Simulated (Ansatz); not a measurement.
Ansatz (a first-principles code) input file for F₂Re, SMILES [F][Re][F] (connectivity only; charge and spin as stated), neutral, multiplicity 6, B3LYP-D3(BJ)/def2-TZVP. 

Ansatz 0.2 input:
```yaml
crystal:
  periodic: [false, false, false]
  atoms:
    - {symbol: Re, position_ang: [0.00000000, 0.00000000, 0.00000000]}
    - {symbol: F, position_ang: [0.00000000, 0.00000000, 1.83707497]}
    - {symbol: F, position_ang: [0.00000000, 0.00000000, -1.83707497]}
basis:
  gaussian:
    orbitals: def2-TZVP
hamiltonian:
  xc: b3lyp
  dispersion: d3bj
magnetization: {spin_polarized: true, initial_magnetization: 5}
relax: {f_tol: 0.002, max_steps: 200}
```

Log of the run:

```
WARN ansatz: RAYON_NUM_THREADS=1 ignored (pool sized by the plan → 1); use --threads N
Functional definition: B3LYP
integrals: 0.03 GiB planned
689 factors; their error is unknown
mean field: 0.35 GiB planned
mean field evaluation 1: about -7564.0137 eV, gradient 3.3e1 eV
mean field evaluation 2: about -7554.8215 eV, gradient 6.6e1 eV
mean field evaluation 4: about -7567.1042 eV, gradient 1.4e0 eV
mean field evaluation 8: about -7567.1388 eV, gradient 8.5e-3 eV
mean field -7567.13876331 eV, -278.0872203606 hartree, gradient 1.4e-5 eV, S^2 8.753990; 0 other end points of the search recorded, 0 dependent functions left out
the calculation of the forces begins
reference -7567.13897188 eV, -278.0872280254 hartree; 19, 14 occupied and 83, 88 virtual orbitals, 689 factors
relax step   1: F+E_penalty+E_count = -7567.19712892 eV  Δ(F+E_penalty+E_count) = +0.000e0 eV  max|allowed force component| = 3.276e0 eV/Å  Δτ_max = 0.0000 Å  (27 SCF iters, accepted)
these checks for a lower state are left out or cut short: starts, cluster_reference, orbital_swaps, neighbouring_geometries, increment
integrals: 0.03 GiB planned
689 factors; their error is unknown
mean field: 0.35 GiB planned
mean field evaluation 16: about -7567.2822 eV, gradient 4.0e1 eV
mean field -7567.41650859 eV, -278.0974273116 hartree, gradient 1.8e-5 eV, S^2 8.754624; 0 other end points of the search recorded, 0 dependent functions left out
the calculation of the forces begins
reference -7567.41671097 eV, -278.0974347488 hartree; 19, 14 occupied and 83, 88 virtual orbitals, 689 factors
relax step   2: F+E_penalty+E_count = -7567.47433332 eV  Δ(F+E_penalty+E_count) = -2.772e-1 eV  max|allowed force component| = 1.877e-1 eV/Å  Δτ_max = 0.0858 Å  (33 SCF iters, accepted)
these checks for a lower state are left out or cut short: starts, cluster_reference, orbital_swaps, neighbouring_geometries, increment
integrals: 0.03 GiB planned
689 factors; their error is unknown
mean field: 0.35 GiB planned
mean field evaluation 32: about -7567.4178 eV, gradient 1.4e-5 eV
mean field -7567.41779221 eV, -278.0974744835 hartree, gradient 1.4e-5 eV, S^2 8.754681; 0 other end points of the search recorded, 0 dependent functions left out
the calculation of the forces begins
reference -7567.41799408 eV, -278.0974819023 hartree; 19, 14 occupied and 83, 88 virtual orbitals, 689 factors
relax step   3: F+E_penalty+E_count = -7567.47558089 eV  Δ(F+E_penalty+E_count) = -1.248e-3 eV  max|allowed force component| = 1.450e-2 eV/Å  Δτ_max = 0.0062 Å  (31 SCF iters, accepted)
these checks for a lower state are left out or cut short: starts, cluster_reference, orbital_swaps, neighbouring_geometries, increment
integrals: 0.03 GiB planned
689 factors; their error is unknown
mean field: 0.35 GiB planned
mean field -7567.41780059 eV, -278.0974747915 hartree, gradient 1.3e-5 eV, S^2 8.754690; 0 other end points of the search recorded, 0 dependent functions left out
the calculation of the forces begins
reference -7567.41800238 eV, -278.0974822075 hartree; 19, 14 occupied and 83, 88 virtual orbitals, 689 factors
relax step   4: F+E_penalty+E_count = -7567.47558382 eV  Δ(F+E_penalty+E_count) = -2.929e-6 eV  max|allowed force component| = 1.137e-2 eV/Å  Δτ_max = 0.0009 Å  (31 SCF iters, accepted)
these checks for a lower state are left out or cut short: starts, cluster_reference, orbital_swaps, neighbouring_geometries, increment
integrals: 0.03 GiB planned
689 factors; their error is unknown
mean field: 0.35 GiB planned
mean field -7567.41780291 eV, -278.0974748771 hartree, gradient 1.3e-5 eV, S^2 8.754686; 0 other end points of the search recorded, 0 dependent functions left out
the calculation of the forces begins
reference -7567.41800475 eV, -278.0974822943 hartree; 19, 14 occupied and 83, 88 virtual orbitals, 689 factors
relax step   5: F+E_penalty+E_count = -7567.47558855 eV  Δ(F+E_penalty+E_count) = -4.728e-6 eV  max|allowed force component| = 5.102e-6 eV/Å  Δτ_max = 0.0004 Å  (30 SCF iters, accepted)
integrals: 0.03 GiB planned
689 factors; their error is unknown
mean field: 0.35 GiB planned
mean field evaluation 64: about -7567.4178 eV, gradient 2.5e-4 eV
mean field -7567.41780291 eV, -278.0974748771 hartree, gradient 1.5e-5 eV, S^2 8.754686; 1 other end points of the search recorded, 0 dependent functions left out
the calculation of the forces begins
reference -7567.41800475 eV, -278.0974822943 hartree; 19, 14 occupied and 83, 88 virtual orbitals, 689 factors
Total energy: -7567.47579038 eV, -278.0996058772 hartree
Atom 0 at    -0.000000    -0.000000     0.000000 Å, force    -0.000000    -0.000000    -0.000000 eV/Å
Atom 1 at     0.000000     0.000000     1.929577 Å, force     0.000000     0.000000     0.000005 eV/Å
Atom 2 at     0.000000     0.000000    -1.929577 Å, force     0.000000     0.000000    -0.000005 eV/Å
Dipole moment:    -0.000000     0.000000     0.000000 e Å
```

The run converged.

Cost: about 17 core-seconds (a rough figure).
